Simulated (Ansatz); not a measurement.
Computed with Ansatz on PBE0-D4/def2-TZVP structures; ΔE is electronic, products minus reactants. CCSD(T)/CBS is the MP2 limit (def2-TZVPP, def2-QZVPP) plus CCSD(T) − MP2 in def2-TZVPP, frozen cores. DFT in def2-TZVPP. def2 core potentials past Kr. For Cd, Sc outer-core shells are correlated without core-valence functions, which leaves a few kJ/mol of doubt a bond. Scalar relativity is left out up to krypton. One conformer a species, not always the lowest.

Reaction (redistribution): `[SiH3][O][Cd][O][SiH3]` + `[F][Sc]([Cl])[Cl]` → `[SiH3][O][Cd][Cl]` + `[F][Sc]([Cl])[O][SiH3]`

CCSD(T)/CBS gives -87.5 kJ/mol.

(1) Another level gave -82.8 kJ/mol. Which?
A. PBE0/def2-TZVPP
B. r2SCAN/def2-TZVPP
C. RPA@PBE/def2-TZVPP
D. BHLYP-D4/def2-TZVPP

Largest T1 diagnostic among the species: 0.015.

## Answers

(1) A. PBE0 -82.8, r2SCAN -77.2, BHLYP-D4 -88.2, RPA@PBE/def2-TZVPP -70.7 kJ/mol.

At CCSD(T), def2-SVP lies −4.1 kJ/mol from the extrapolated value and def2-TZVPP +9.6 kJ/mol. In def2-TZVPP, CCSD(T) changes the Hartree–Fock value by +17.1 kJ/mol (the triples alone add +3.5 kJ/mol) and MP2 by +17.5 kJ/mol. From r2SCAN to r2SCAN0 (25 % exact exchange), in def2-TZVPP and without D4, ΔE moves by −5.9 kJ/mol.
